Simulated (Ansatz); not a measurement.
`N[Si](F)(F)F`, relaxed with RKS PBE0-D4/def2-TZVP in Ansatz from a PBE-D4/def2-SVP geometry. The force threshold is 0.005 eV/Å; the program also tests the step.

The species carries charge 0 and has multiplicity 1.

Start:

```xyz
7

N     0.924    0.382    0.387
Si   -0.568   -0.194   -0.173
F    -0.546   -1.036   -1.557
F    -1.560    1.053   -0.443
F    -1.205   -1.189    0.929
H     1.370    1.205   -0.019
H     1.585   -0.222    0.877
```

| step | energy (eV) | largest force (eV/Å) | largest move (Å) |
| --- | --- | --- | --- |
| 1 | -17549.4422 | 1.389 | 0.000 |
| 2 | -17549.5257 | 0.817 | 0.023 |
| 3 | -17549.5595 | 0.076 | 0.026 |
| 4 (rejected) | -17549.5590 | 0.132 | 0.016 |
| 5 | -17549.5601 | 0.015 | 0.007 |
| 6 | -17549.5602 | 0.009 | 0.007 |
| 7 | -17549.5602 | 0.002 | 0.003 |

End:

```xyz
7

N     0.914    0.369    0.369
Si   -0.565   -0.193   -0.172
F    -0.539   -1.015   -1.520
F    -1.529    1.024   -0.434
F    -1.187   -1.159    0.905
H     1.345    1.194   -0.011
H     1.562   -0.219    0.863
```

It took 48 s on 2 threads of a server CPU on a shared host, with 0.39 GiB of host memory at the peak.
